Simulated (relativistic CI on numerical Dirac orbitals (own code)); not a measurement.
A reference radial Dirac CI calculation of Hg IV gave the lowest total energy -19608.48845 Ha in 37 SCF steps, from this input:

```
atom Hg  Z=80  charge=3  electrons=77
nucleus A=202  rms_radius_fm=5.4648
hamiltonian dirac-coulomb  breit=on  qed=on  c_scale=1
orbitals kli  potential=per-configuration
slater_scale 1
correlation none
mixing on
grid step=0.0125 r_max=64.9
scf mixing=0.4 start=green max_iterations=150 tolerance=2e-08 node_fill=0.05
configurations
  [Xe] 4f14 5d9
  [Xe] 4f14 5d8 6s
  [Xe] 4f14 5d8 6p
end
```

One setting was then changed (and the iteration limit cut to 73), and the output read:

```
SCF 1: [Xe] 4f14 5d9
 iter      energy (Ha)   residual   last orbital (Ha)
      1s not found; potential halved back
error: SCF of 1s2 2s2 2p6 3s2 3p6 3d10 4s2 4p6 4d10 4f14 5s2 5p6 5d9 stopped: an orbital could not be found
end: not converged
```

**Question.** Which setting was changed?
A. speed of light
B. charge
C. grid step
D. end of the grid

**Answer.** A. The speed of light × 0.05. This setting is bad on purpose; its numbers may not be properties of the ion.
